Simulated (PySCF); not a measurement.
C₃H₃N, SMILES C=CC#N. Geometry optimised at B3LYP-D3(BJ)/def2-SVP.

Computed equilibrium geometry at B3LYP-D3(BJ)/def2-SVP (PySCF confirms it by a frequency run) as Cartesian coordinates in Å, and its point group:
point group Cs.
```xyz
7

C     -0.3584    -1.6119     0.0000
C      0.5044    -0.5856     0.0000
C      0.0919     0.7861     0.0000
N     -0.2255     1.9030     0.0000
H     -1.4394    -1.4519     0.0000
H      0.0045    -2.6422     0.0000
H      1.5857    -0.7581     0.0000
```
